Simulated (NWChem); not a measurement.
# BeSiH$_{3}$Cl; SMILES [SiH3][Be][Cl]

```xyz
6

Be     0.0000     0.0000    -0.1617
Cl     0.0000     0.0000    -1.9849
Si     0.0000     0.0000     2.0076
H      0.5524    -1.2790     2.5588
H     -1.3839     0.1611     2.5588
H      0.8315     1.1179     2.5588
```
Atoms are numbered in this order, from 1.

Geometry: optimised at PBE0/def2-SVP.

### Question
List the 4 lowest vertical singlet excitations and the 4 lowest triplet ones from PBE/def2-SVP, full TDDFT (NWChem).

### Answer
```
state  energy (eV)  oscillator strength  leading excitation (squared amplitude)
-----  -----------  -------------------  --------------------------------------
S1            5.80                0.063                      HOMO → LUMO (0.93)
S2            5.80                0.063                    HOMO → LUMO+1 (0.93)
S3            6.26                0.000                    HOMO−2 → LUMO (0.50)
S4            6.35                0.004                  HOMO−2 → LUMO+1 (0.43)
T1            4.45       spin-forbidden                      HOMO → LUMO (1.00)
T2            4.45       spin-forbidden                    HOMO → LUMO+1 (1.00)
T3            5.82       spin-forbidden                    HOMO−1 → LUMO (0.36)
T4            6.01       spin-forbidden                  HOMO−4 → LUMO+1 (0.33)
```
